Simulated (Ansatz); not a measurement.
`[GaH2][Te][GeH3]` + CH₄ → `C[Te][GeH3]` + `[GaH3]` at 400 K and 1 bar (formal exchange of groups at a Te–Ga bond).

Program: Ansatz. Geometries: PBE0-D4/def2-TZVP. ΔE: electronic, gas phase. CBS: MP2 limit from def2 TZ/QZ plus the TZ coupled-cluster correction, frozen cores. This one scheme is used for every species. def2 core potentials past Kr. For Ga, Ge, Te outer-core shells are correlated without core-valence functions, which leaves a few kJ/mol of doubt a bond. Scalar relativity is left out up to krypton.

```csv
species,CCSD(T)/CBS energy (Eh),H − E (kJ/mol),S (J/(mol·K))
`[GaH2][Te][GeH3]`,-4270.82186,131.7,414.8
CH₄,-40.46206,131.3,197.2
`C[Te][GeH3]`,-2385.51123,188.0,384.6
`[GaH3]`,-1925.70545,64.2,231.8
```

H − E and S are ideal-gas, rigid-rotor, harmonic terms from PBE0-D4/def2-TZVP. 1 Eh = 2625.50 kJ/mol, R = 8.31446 J/(mol·K).

Problem. By hand: ΔE, ΔH, ΔS and ΔG.

Solution. ΔE = (-2385.51123) + (-1925.70545) − (-4270.82186) − (-40.46206) = 0.06724 Eh = 176.5 kJ/mol. Δ(H − E) = 188.0 + 64.2 − 131.7 − 131.3 = -10.8, so ΔH = 165.7 kJ/mol. ΔS = 384.6 + 231.8 − 414.8 − 197.2 = 4.4 J/(mol·K). ΔG = 165.7 − 400 × (4.4)/1000 = 163.9 kJ/mol.

Problem. By hand: the equilibrium constant, and the temperature at which ΔG would vanish if ΔH and ΔS stayed fixed.

Solution. log₁₀ K = −ΔG/(RT ln 10) = -21.4. ΔG = 0 at ΔH/ΔS = 37659 K, far beyond where these terms or the molecules hold.

The number of gas molecules stays the same, so ΔS is small and ΔH decides. A doubt of 5 kJ/mol in ΔE shifts log₁₀ K by 0.7 here. Modes under 60 cm⁻¹, often nearly free rotors, make the harmonic entropy too high. These are equilibria of isolated gas molecules and say nothing of rates. Largest T1 diagnostic: 0.013 (customary marks: 0.02 for closed shells, 0.045 for open ones).
